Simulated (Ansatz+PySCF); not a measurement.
Two shapes of singlet BeH₂.

Shape 1:

```xyz
3

H     0.0000    0.0000   -1.2721
Be    0.0000    0.0000    0.0000
H     0.0000    0.0000    1.2721
```

Shape 2:

```xyz
3

H     0.0000    0.0000   -1.4061
Be    0.0000    0.0000    0.0000
H     0.0000    0.0000    1.4061
```

Basis set: 6-31G (spherical functions). All electrons are correlated. Charge 0, multiplicity 1.

Computed with Ansatz (development build ahead of 0.2.0); each method stands on the lowest determinant of its kind that the runs found.

(1) Which shape is lower in energy, and by how much in each method?

## Answers

(1)

```json
{"method": "RHF-MP2", "E(2) − E(1) (eV)": "-0.024"}
{"method": "RHF-CCSD", "E(2) − E(1) (eV)": "-0.060"}
{"method": "RHF-CCSD(T)", "E(2) − E(1) (eV)": "-0.061"}
{"method": "UHF-CCSD(T)", "E(2) − E(1) (eV)": "-0.061"}
{"method": "PBE0 (unrestricted)", "E(2) − E(1) (eV)": "-0.013"}
```

Shape 2 is lower.
